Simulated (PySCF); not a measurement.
# Dipole response of Ni²¹⁺ (nickel, charge +21)

[He] 2s2 2p3, high-spin 4S determinant. Calculation: PySCF 2.14, in an even-tempered Gaussian basis (17 s from 5.1 bohr⁻², ratio 2.2; 11 p from 6.6 bohr⁻², ratio 2.2; 6 d from 28 bohr⁻², ratio 2.4; 5 f from 42 bohr⁻², ratio 2.4; 4 g from 63 bohr⁻², ratio 2.4); the non-relativistic Hamiltonian (point nucleus). Coupled (time-dependent) response in atomic units; α is the mean over directions.

| method | mean α (bohr³) | C₆ (like pair) | S(−4) |
| --- | --- | --- | --- |
| UHF | 0.009628 | 0.0003749 | 0.0007280 |
| PBE0 | 0.009219 | 0.0003609 | 0.0006540 |

S(−4) is the Cauchy moment in α(ω) = α(0) + S(−4) ω² + …

α(iu) at UHF:

```csv
u (hartree),α(iu) (bohr³)
0,0.009628
0.500,0.009450
1.00,0.008960
2.00,0.007481
3.00,0.005990
4.00,0.004821
5.00,0.003980
7.50,0.002793
10.0,0.002239
15.0,0.001751
25.0,0.001366
```

For an ion, C₆ is the dispersion term alone; charge-induced terms of lower order in 1/R come first.
